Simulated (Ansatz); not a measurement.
Z-matrix (Å, degrees):
```
Si
C 1 1.804
C 1 1.819 2 43.0
H 1 1.482 2 121.6 3 -104.0
H 1 1.482 2 121.6 3 104.0
Cl 2 1.700 1 155.1 3 -180.0
H 3 1.082 1 155.1 2 -180.0
```

The species carries charge 0 and has multiplicity 1.

**Question.** List the r2SCAN/def2-TZVPP orbital energies in eV (Ansatz). (Estimate.)

**Answer.** The calculation gave: Occupied: -2753.88, -1791.45, -274.86, -273.62, -255.22, -193.83, -193.60, -193.57, -141.89, -96.78, -96.73, -96.71, -23.05, -20.64, -14.25, -13.47, -12.09, -10.11, -9.80, -8.92, -7.74, -6.96, -6.84. Lowest empty: -1.25, -1.11, 0.75, 0.83, 1.06, 2.75, 3.17, 3.31.
